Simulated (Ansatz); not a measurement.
Total energies of CH4BBr (`BCBr`).

Z-matrix (Å, degrees):
```
B
Br 1 2.319
C 1 1.554 2 57.8
H 1 1.193 2 106.4 3 114.6
H 1 1.193 2 106.4 3 -114.6
H 3 1.086 1 120.9 2 103.6
H 3 1.086 1 120.9 2 -103.6
```

The species carries charge 0 and has multiplicity 1. Correlated methods include outer-core shells of Br, which these sets cover unevenly. Scalar relativity is left out up to krypton. Geometry: relaxed with PBE0-D4/def2-TZVP. Basis def2-TZVPP, the Gaussian-basis code of Ansatz.

RPA on PBE orbitals: Hartree–Fock energy of these orbitals -2637.26382 Eh, correlation -0.91633 Eh (frozen core).

| functional | energy without D4 (Eh) | D4 term (kJ/mol) |
| --- | --- | --- |
| LDA (SPW92) | -2635.27795 | – |
| PBE | -2639.02868 | -11.2 |
| r2SCAN | -2639.45948 | -2.5 |
| B97M-V | -2639.06717 | – |
| PBE0 | -2639.13379 | -9.3 |
| B3LYP | -2639.55790 | -18.4 |
| r2SCANh | -2639.45733 | -2.6 |
| HSE06 (plane-wave form) | -2639.13368 | -8.6 |
| BHLYP | -2639.47171 | -14.0 |
| CAM-B3LYP | -2639.60059 | -9.3 |
| LC-ωPBE | -2639.11669 | – |
| ωB97X-V | -2639.26633 | – |
| ωB97M-V | -2639.33297 | – |
| PBE-QIDH | -2638.81572 | – |

Give the same for revPBE, BLYP, r2SCAN0, B2PLYP. (Estimate.)

Computed: 
```
functional  energy without D4 (Eh)  D4 term (kJ/mol)
    revPBE             -2639.27944             -36.5
      BLYP             -2639.50403             -25.5
   r2SCAN0             -2639.45489              -2.9
    B2PLYP             -2639.06924                 –
```

B3LYP takes the VWN-RPA correlation (the form of Gaussian; ORCA's B3LYP/G). HSE06 is the plane-wave form, built on full-range PBE exchange. The double hybrids freeze the cores in their second-order part.

LC-ωPBE has ω = 0.4 bohr⁻¹.
